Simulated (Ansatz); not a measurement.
Reaction (SMILES): [SiH3]N[SiH2]O[SiH3] + N (NH3) + O (H2O) + [SiH4] (SiH4) -> 2 N[SiH3] + 2 O[SiH3] [hydroxysilane]
Structures are relaxed separately at B3LYP-D3(BJ)/def2-TZVP in Ansatz (a quantum-chemistry and plane-wave program), one conformer each, not searched for the lowest.
Geometry of the first species:
```xyz
14

Si    -0.0666     0.1478    -0.9932
N     -1.4849     0.6675    -0.1787
Si    -2.6356    -0.2945     0.6896
O      1.2075    -0.0172     0.0208
Si     2.8036    -0.1336     0.3476
H     -0.3411    -1.1708    -1.5974
H      0.2827     1.1633    -2.0112
H     -1.5911     1.6697    -0.0922
H     -4.0198    -0.0034     0.2440
H     -2.3065    -1.7098     0.4143
H     -2.5799    -0.0547     2.1528
H      3.0111     0.1214     1.7896
H      3.5634     0.8641    -0.4430
H      3.2963    -1.4897     0.0120
```
Charge 0, spin multiplicity 1.

Property: bond separation energy (electronic energy difference), in kcal/mol. Valence correlation only, unless marked. Spin-orbit coupling is left out. No relativistic terms. CBS(X,Y): correlation extrapolated as X^-3; Hartree-Fock from the larger set.

```tsv
level	program	bond separation energy (kcal/mol)
HF/STO-3G	Ansatz	10.5
HF/aug-cc-pV(T+d)Z	Ansatz	13.1
```

Q: Estimate the value at CCSD(T)/CBS(cc-pV(T+d)Z,cc-pV(Q+d)Z) as computed with Ansatz.

A: 14.4 kcal/mol
